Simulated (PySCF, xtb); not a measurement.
C2H7NSi2, SMILES C[Si@@H]1N=C[SiH2]1.

xtb with GFN2-xTB at its own geometry gives an orbital gap of 2.08 eV and a dipole moment of 2.64 D.

Geometry: B3LYP-D3(BJ)/def2-SVP. The structure was generated by enumeration; whether it is a known compound was not checked.

Question: What does ωB97X/def2-TZVP run with PySCF give? (Estimate from the structure and the level; the computed values follow.)

Answer: gap 10.17 eV (levels -8.96 and 1.21 eV), dipole 1.74 D.
